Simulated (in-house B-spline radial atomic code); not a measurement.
Ionising Ge7+ with different functionals

Computed with a radial B-spline atomic code at the basis-set limit: scalar-relativistic (spin-free X2C) Hamiltonian, Fermi nucleus of rms radius 4.0742 fm, spin-polarised at highest spin, spherical fractional occupations for the functionals, the average over the highest-spin determinants for Hartree-Fock. The ionisation energy is the difference of two self-consistent energies, [Ar] 3d7 → [Ar] 3d6, without Breit or QED terms; ε is the level of the shell that loses the electron (its least bound occupied spin orbital). There is no spin-orbit coupling in this Hamiltonian.

Hybrids are left out here: with spherical fractional occupations of an open shell their exact exchange keeps a self-interaction that integer-occupation calculations don't have.

| method | rung | ΔSCF (eV) | -ε(3d) (eV) |
| --- | --- | --- | --- |
| Hartree-Fock | Hartree-Fock | 173.64 | 176.68 |
| LDA VWN5 | LDA | 176.63 | 161.14 |
| LDA PW92 | LDA | 176.62 | 161.13 |
| LDA exchange-only | LDA | 174.07 | 158.67 |
| PBE | GGA | 176.17 | 160.71 |
| PBEsol | GGA | 176.13 | 160.67 |
| BLYP | GGA | 176.09 | 160.62 |
| RPBE | GGA | 176.05 | 160.60 |
| PW91 | GGA | 176.39 | 160.91 |
| BP86 | GGA | 176.34 | 160.85 |
| AM05 | GGA | 176.19 | 160.72 |
| OLYP | GGA | 176.56 | 161.14 |
| TPSS | meta-GGA | 175.91 | 160.49 |
| SCAN | meta-GGA | 175.42 | 160.26 |
| r2SCAN | meta-GGA | 175.54 | 160.36 |
| revTPSS | meta-GGA | 175.65 | 160.26 |

**Question.** How do they compare with the NIST value?

**Answer.** NIST lists 176 eV ± 1.7 (tabulated theory, ground level to ground level). Errors run from -2.76 to +0.23 eV; all lie within about twice that uncertainty, so the table can't rank the methods. Hartree-Fock also lacks correlation.
